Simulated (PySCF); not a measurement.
**Finite-field polarisability of Rb (rubidium, neutral)**

[Kr] 5s1, 2S determinant. Computed with PySCF 2.14 in def2-TZVPPD with the def2 core potential (28 electrons) (6s4p3d1f, 40 functions), with a scalar-relativistic core potential. Frozen: nothing. Energy changes in a uniform field (μhartree):

| axis | F (au) | HF | MP2 | CCSD | CCSD(T) |
| --- | --- | --- | --- | --- | --- |
| x | 0.00065 | -100.947 | -65.291 | -72.295 | -70.975 |
| x | 0.0013 | -404.007 | -262.132 | -289.618 | -284.361 |

(1) Derive α along x at CCSD(T) from the two fields.

(2) And the mean polarisability at each level?

CCSD(T) lies more than 5 % above the reference; correlation of the frozen inner shells, absent here, would lower it.

Results:

(1) With ΔE = −αF²/2 − γF⁴/24, α = −(16 ΔE(F) − ΔE(2F))/(6F²) = 335.8 bohr³.

(2) HF 477.8, MP2 308.7, CCSD 342.1, CCSD(T) 335.8 bohr³. Reference: 319.8 ± 0.3 bohr³ (recommended; Schwerdtfeger and Nagle, table of static dipole polarizabilities (2023 update)).
